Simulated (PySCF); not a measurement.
PbI3, SMILES [I][Pb-]([I])[I], charge -1. Atoms are numbered in the order given.

```xyz
4

Pb     0.0000     0.0000     0.8799
I      2.3223     1.3408    -0.4538
I     -2.3223     1.3408    -0.4538
I      0.0000    -2.6815    -0.4538
```
Charge -1, spin multiplicity 1.

Geometry optimised at B3LYP-D3(BJ)/def2-SVPD. The isomer is the one that the SMILES or the coordinates give; other isomers of the formula were not compared. The def2 effective core potentials stand for the cores of I, Pb; spin–orbit coupling is left out.

Computed with PBE0/def2-SVPD (PySCF).

Gas-phase values at a fixed geometry.

Estimate the frontier levels, gap, dipole moment and polarisability. (The exact figures need the calculation; the answer reports its results.)


```json
{
  "highest_occupied_level": "-3.18 eV",
  "lowest_empty_level": "1.33 eV",
  "orbital_gap": "4.51 eV",
  "dipole_moment_about_the_centre_of_nuclear_charge": "3.87 D",
  "mean_static_polarisability": "195.6 bohr³ (28.98 Å³)",
  "polarisability_principal_values": "150.8, 218.0, 218.0 bohr³"
}
```
